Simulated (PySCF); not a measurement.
Gas-phase reaction: HfO₂ + 3 HCl + HOCl ⇌ HfCl₄.H₂O + 2 OH

Method: PySCF energies plus ideal-gas RRHO corrections (1 bar). † marks an energy on the PBE0/def2-TZVP geometry and frequencies; other levels use their own. Open shells (unrestricted): OH (multiplicity 2, electronic degeneracy 4); the rest are closed-shell singlets. Spin-orbit splitting is ignored; it lowers the true energy and changes the entropy of OH. B3LYP is the form with VWN-RPA correlation. Hf: scalar-relativistic def2 core potential, no spin-orbit coupling. Adducts (HfCl₄.H₂O) have no counterpoise correction, and HF, PBE, BLYP, B3LYP and PBE0 lack dispersion. HfCl₄.H₂O: computed as isolated molecules; such fragments, hydroxides, amides, oligomers or adducts are transient or little studied in the gas. The harmonic model lacks anharmonicity and excited electronic states, which grow with temperature; levels with a mode under 35 cm⁻¹ are left out. Soft modes under 120 cm⁻¹ make the harmonic entropy rough for HfCl₄.H₂O.

ΔH° and ΔS° at 298 K: B3LYP/def2-TZVP† -525 kJ, -257 J/K; BLYP/def2-TZVP† -436 kJ, -257 J/K; PBE0/def2-SVP† -615 kJ, -257 J/K; PBE0/def2-TZVP -563 kJ, -257 J/K; LDA/def2-TZVP† -445 kJ, -257 J/K.

### Question
With the heat capacities included, give log10 K (1 bar) at 800, 1000, 1600, 1800, 2500 K from B3LYP/def2-TZVP†, BLYP/def2-TZVP†, PBE0/def2-SVP†, PBE0/def2-TZVP, LDA/def2-TZVP†.

### Answer
```json
[
 {"T (K)": "800", "B3LYP/def2-TZVP†": "21.5", "BLYP/def2-TZVP†": "15.7", "PBE0/def2-SVP†": "27.3", "PBE0/def2-TZVP": "23.9", "LDA/def2-TZVP†": "16.2"},
 {"T (K)": "1000", "B3LYP/def2-TZVP†": "14.9", "BLYP/def2-TZVP†": "10.2", "PBE0/def2-SVP†": "19.5", "PBE0/def2-TZVP": "16.8", "LDA/def2-TZVP†": "10.7"},
 {"T (K)": "1600", "B3LYP/def2-TZVP†": "5.1", "BLYP/def2-TZVP†": "2.2", "PBE0/def2-SVP†": "8.0", "PBE0/def2-TZVP": "6.3", "LDA/def2-TZVP†": "2.5"},
 {"T (K)": "1800", "B3LYP/def2-TZVP†": "3.3", "BLYP/def2-TZVP†": "0.7", "PBE0/def2-SVP†": "5.9", "PBE0/def2-TZVP": "4.4", "LDA/def2-TZVP†": "1.0"},
 {"T (K)": "2500", "B3LYP/def2-TZVP†": "-0.5", "BLYP/def2-TZVP†": "-2.4", "PBE0/def2-SVP†": "1.3", "PBE0/def2-TZVP": "0.2", "LDA/def2-TZVP†": "-2.2"}
]
```
